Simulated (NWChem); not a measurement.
Molecule: AlHICl; SMILES [I][AlH][Cl]

Program: NWChem. Structure relaxed at the PBE0/def2-SVP level. def2 effective core potentials on I; no spin-orbit coupling. Ions are spin-unrestricted doublets at the neutral geometry; other ion states weren't tried.

```json
[
 {"level": "B3LYP/def2-SVP", "−ε(HOMO) (eV)": "7.64"},
 {"level": "PBE/def2-SVP", "−ε(HOMO) (eV)": "6.79"},
 {"level": "LRC-wPBEh/def2-SVP", "−ε(HOMO) (eV)": "9.79"},
 {"level": "LDA (Slater exchange, VWN5)/def2-SVP", "−ε(HOMO) (eV)": "6.92"},
 {"level": "BHandHLYP/def2-SVP", "−ε(HOMO) (eV)": "8.89"}
]
```
